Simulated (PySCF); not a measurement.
## Electron correlation in Zn¹³⁺ (zinc, charge +13)

[Ne] 3s2 3p5, 2P determinant. Calculation: PySCF 2.14, in an uncontracted even-tempered set (17 s from 0.81 bohr⁻², ratio 2.5; 11 p from 1.1 bohr⁻², ratio 2.5; 5 d from 7 bohr⁻², ratio 2.7; 4 f from 11 bohr⁻², ratio 2.7); no relativity, point nucleus. Frozen: 1s2; 15 electrons correlated; the 17 highest virtual orbitals of each spin left out.

MP2 pair energies summed by pair of shells (mhartree):

```
 pair   energy  share (%)
2p-2p  -184.71       33.6
3p-3p  -115.45       21.0
2p-3p   -82.68       15.0
2s-2p   -53.79        9.8
3s-3p   -52.86        9.6
2p-3s   -20.99        3.8
2s-3p   -15.55        2.8
2s-2s   -10.07        1.8
3s-3s    -9.11        1.7
2s-3s    -5.24        1.0
```

Total MP2 correlation energy: -550.44 mhartree.

Same-spin part -149.83 and opposite-spin part -400.61 mhartree; SCS-MP2 scales them by 1/3 and 6/5 to -530.68 mhartree.
